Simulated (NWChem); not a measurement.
Program: NWChem. System: C₄H₅Cl, charge 0, spin multiplicity 1, at a geometry optimised with B3LYP/def2-SVP. The structure started from a generated list of species. Level: RHF/def2-TZVP.

The NWChem input:

```
start mol
memory heap 200 mb stack 800 mb global 1000 mb
geometry units angstroms nocenter noautoz noautosym
  C      2.909048    -0.122616     0.525553
  C      1.679801    -0.458473     0.226826
  C      0.444506    -0.794803    -0.065673
  C     -0.759743    -0.190949     0.590157
  Cl    -1.818441     0.666552    -0.619911
  H      3.426214     0.679355    -0.013876
  H      3.464448    -0.632068     1.321425
  H      0.260062    -1.561870    -0.828760
  H     -1.398457    -0.961293     1.044876
  H     -0.480439     0.545543     1.353646
end
basis spherical
  * library def2-tzvp
end
scf
  rhf
  nopen 0
  maxiter 100
  thresh 1e-7
  semidirect memsize 60000000 filesize 0
end
task scf energy
```

NWChem printed:

```
             Northwest Computational Chemistry Package (NWChem) 7.3.0
             --------------------------------------------------------

                                NWChem Input Module
                                -------------------

 Scaling coordinates for geometry "geometry" by  1.889725989
 (inverse scale =  0.529177249)

                             Geometry "geometry" -> ""
                             -------------------------

 Output coordinates in angstroms (scale by  1.889725989 to convert to a.u.)

  No.       Tag          Charge          X              Y              Z
 ---- ---------------- ---------- -------------- -------------- --------------
    1 C                    6.0000     2.90904800    -0.12261600     0.52555300
    2 C                    6.0000     1.67980100    -0.45847300     0.22682600
    3 C                    6.0000     0.44450600    -0.79480300    -0.06567300
    4 C                    6.0000    -0.75974300    -0.19094900     0.59015700
    5 Cl                  17.0000    -1.81844100     0.66655200    -0.61991100
    6 H                    1.0000     3.42621400     0.67935500    -0.01387600
    7 H                    1.0000     3.46444800    -0.63206800     1.32142500
    8 H                    1.0000     0.26006200    -1.56187000    -0.82876000
    9 H                    1.0000    -1.39845700    -0.96129300     1.04487600
   10 H                    1.0000    -0.48043900     0.54554300     1.35364600

 Effective nuclear repulsion energy (a.u.)     183.4184386169

            Nuclear Dipole moment (a.u.)
            ----------------------------
        X                 Y               Z
 ---------------- ---------------- ----------------
     0.0000056692     0.0000094486     0.0000037795


 Summary of "ao basis" -> "" (spherical)
 ------------------------------------------------------------------------------
       Tag                 Description            Shells   Functions and Types
 ---------------- ------------------------------  ------  ---------------------
 *                         def2-tzvp                  on all atoms

 Summary of "ao basis" -> "ao basis" (spherical)
 ------------------------------------------------------------------------------
       Tag                 Description            Shells   Functions and Types
 ---------------- ------------------------------  ------  ---------------------
 C                         def2-tzvp                11       31   5s3p2d1f
 Cl                        def2-tzvp                13       37   5s5p2d1f
 H                         def2-tzvp                 4        6   3s1p

                                 NWChem SCF Module
                                 -----------------

  ao basis        = "ao basis"
  functions       =   191
  atoms           =    10
  closed shells   =    23
  open shells     =     0
  charge          =   0.00
  wavefunction    = RHF
  use symmetry    = F
  symmetry adapt  = F

 Summary of "ao basis" -> "ao basis" (spherical)
 ------------------------------------------------------------------------------
       Tag                 Description            Shells   Functions and Types
 ---------------- ------------------------------  ------  ---------------------
 C                         def2-tzvp                11       31   5s3p2d1f
 Cl                        def2-tzvp                13       37   5s5p2d1f
 H                         def2-tzvp                 4        6   3s1p

 Forming initial guess at       0.2s

      Superposition of Atomic Density Guess
      -------------------------------------

 Sum of atomic energies:        -612.66204741

      Non-variational initial energy
      ------------------------------

 Total energy =    -615.261344
 1-e energy   =   -1203.158522
 2-e energy   =     404.478740
 HOMO         =      -0.297857
 LUMO         =      -0.010779

 Starting SCF solution at       7.2s

 ----------------------------------------------
         Quadratically convergent ROHF

 Convergence threshold     :          1.000E-07
 Maximum no. of iterations :          100
 Final Fock-matrix accuracy:          1.000E-09
 ----------------------------------------------

              iter       energy          gnorm     gmax       time
             ----- ------------------- --------- --------- --------
                 1     -613.8208016197  8.13D-01  1.84D-01     13.6
                 2     -613.8758081850  3.60D-01  5.05D-02     20.0
                 3     -613.8857893640  2.51D-02  6.01D-03     36.9
                 4     -613.8858714407  3.94D-04  7.92D-05     64.7
                 5     -613.8858714651  1.21D-07  2.59D-08    117.9
                 6     -613.8858714651  5.48D-09  1.33D-09    139.3

       Final RHF  results
       ------------------

         Total SCF energy =   -613.885871465118
      One-electron energy =  -1206.649696861642
      Two-electron energy =    409.345386779639
 Nuclear repulsion energy =    183.418438616886

        Time for solution =    132.2s

             Final eigenvalues
             -----------------

              1
    1 -104.8190
    2  -11.3086
    3  -11.2723
    4  -11.2590
    5  -11.2526
    6  -10.5467
    7   -8.0136
    8   -8.0121
    9   -8.0121
   10   -1.1402
   11   -1.0790
   12   -0.9908
   13   -0.8797
   14   -0.7247
   15   -0.6617
   16   -0.6239
   17   -0.6128
   18   -0.5795
   19   -0.5458
   20   -0.4425
   21   -0.4350
   22   -0.3897
   23   -0.3779
   24    0.1241
   25    0.1361
   26    0.1618
   27    0.1752
   28    0.1861
   29    0.2031
   30    0.2078
   31    0.2242
   32    0.2587
   33    0.2802

                       ROHF Final Molecular Orbital Analysis
                       -------------------------------------

 Vector   21  Occ=2.000000D+00  E=-4.350087D-01
              MO Center= -1.7D+00,  5.4D-01, -4.4D-01, r^2= 1.9D+00
   Bfn.  Coefficient  Atom+Function         Bfn.  Coefficient  Atom+Function
  ----- ------------  ---------------      ----- ------------  ---------------
   140      0.419323   5 Cl py              139      0.298640   5 Cl px
   143      0.297393   5 Cl py              142      0.210170   5 Cl px
   137      0.198096   5 Cl py              131     -0.153950   5 Cl py

 Vector   22  Occ=2.000000D+00  E=-3.896632D-01
              MO Center=  2.0D+00, -3.0D-01,  3.3D-01, r^2= 2.6D+00
   Bfn.  Coefficient  Atom+Function         Bfn.  Coefficient  Atom+Function
  ----- ------------  ---------------      ----- ------------  ---------------
     8      0.189909   1 C  pz               38      0.189172   2 C  py
    41      0.183886   2 C  py               11      0.182588   1 C  pz
     7      0.170981   1 C  py               10      0.167123   1 C  py

 Vector   23  Occ=2.000000D+00  E=-3.779099D-01
              MO Center=  9.1D-01, -4.7D-01,  8.9D-02, r^2= 3.1D+00
   Bfn.  Coefficient  Atom+Function         Bfn.  Coefficient  Atom+Function
  ----- ------------  ---------------      ----- ------------  ---------------
    69     -0.198188   3 C  py               39      0.192706   2 C  pz
    72     -0.193663   3 C  py               42      0.187376   2 C  pz
    70      0.174371   3 C  pz               73      0.171166   3 C  pz

 Vector   24  Occ=0.000000D+00  E= 1.241326D-01
              MO Center=  7.9D-01, -4.5D-01,  2.9D-01, r^2= 6.7D+00
   Bfn.  Coefficient  Atom+Function         Bfn.  Coefficient  Atom+Function
  ----- ------------  ---------------      ----- ------------  ---------------
    98      2.196996   4 C  s               182     -0.921653   9 H  s
   176     -0.831820   8 H  s               188     -0.696691  10 H  s
    76     -0.608874   3 C  pz              170     -0.601535   7 H  s
    67     -0.576303   3 C  s                14      0.524805   1 C  pz
    35     -0.466222   2 C  s               129     -0.429460   5 Cl s

 Vector   25  Occ=0.000000D+00  E= 1.361463D-01
              MO Center=  1.2D+00, -4.4D-01,  2.6D-01, r^2= 6.1D+00
   Bfn.  Coefficient  Atom+Function         Bfn.  Coefficient  Atom+Function
  ----- ------------  ---------------      ----- ------------  ---------------
    98      1.470633   4 C  s               164     -0.832881   6 H  s
   182     -0.799467   9 H  s               176     -0.786046   8 H  s
   170      0.751567   7 H  s                75     -0.663585   3 C  py
    13      0.629385   1 C  py              105      0.429156   4 C  px
   188     -0.417078  10 H  s                45     -0.411600   2 C  pz

 Vector   26  Occ=0.000000D+00  E= 1.617720D-01
              MO Center=  1.7D+00,  1.4D-03,  9.4D-01, r^2= 8.3D+00
   Bfn.  Coefficient  Atom+Function         Bfn.  Coefficient  Atom+Function
  ----- ------------  ---------------      ----- ------------  ---------------
    98      3.557754   4 C  s               188     -1.675087  10 H  s
   182     -1.458481   9 H  s                35     -1.404825   2 C  s
   164     -1.249804   6 H  s                 4      1.208458   1 C  s
   170     -1.142620   7 H  s                66      0.935596   3 C  s
    12      0.832033   1 C  px               44      0.692307   2 C  py

 center of mass
 --------------
 x =  -0.15014158 y =   0.05499092 z =  -0.07419493

 moments of inertia (a.u.)
 ------------------
         205.711371162682         204.915662037066        -209.097727197093
         204.915662037066        1117.206177054905          60.388746212049
        -209.097727197093          60.388746212049        1131.045725326693

  Mulliken analysis of the total density
  --------------------------------------

    Atom       Charge   Shell Charges
 -----------   ------   -------------------------------------------------------
    1 C    6     6.27   0.85  1.12  0.49  0.57  0.18  1.24  1.30  0.45  0.02  0.04  0.01
    2 C    6     6.04   0.86  1.12  0.52  0.68  0.03  1.19  1.27  0.24  0.02  0.09  0.01
    3 C    6     6.19   0.85  1.12  0.49  0.51  0.18  1.25  1.33  0.36  0.02  0.07  0.01
    4 C    6     6.01   0.85  1.12  0.48  0.71 -0.04  1.18  1.35  0.22  0.02  0.11  0.01
    5 Cl  17    17.20   2.01  0.45  1.52  1.09  0.86  4.18  1.69  1.07  2.80  1.48  0.01  0.04  0.00
    6 H    1     0.84   0.26  0.48  0.08  0.02
    7 H    1     0.85   0.26  0.48  0.08  0.02
    8 H    1     0.85   0.26  0.49  0.09  0.02
    9 H    1     0.88   0.26  0.49  0.10  0.02
   10 H    1     0.87   0.26  0.49  0.09  0.02

       Multipole analysis of the density wrt the origin
       ------------------------------------------------

     L   x y z        total         open         nuclear
     -   - - -        -----         ----         -------
     0   0 0 0     -0.000000      0.000000     46.000000

     1   1 0 0      0.616715      0.000000      0.000006
     1   0 1 0     -0.385230      0.000000      0.000009
     1   0 0 1      0.562859      0.000000      0.000004

     2   2 0 0    -27.107616      0.000000    551.959301
     2   1 1 0      1.993128      0.000000    -99.282484
     2   1 0 1     -0.382168      0.000000    106.992393
     2   0 2 0    -28.087279      0.000000     62.263514
     2   0 1 1      0.173033      0.000000    -29.333497
     2   0 0 2    -27.645360      0.000000     57.036226

 Task  times  cpu:      139.4s     wall:      139.4s

 Total times  cpu:      139.4s     wall:      139.4s
```
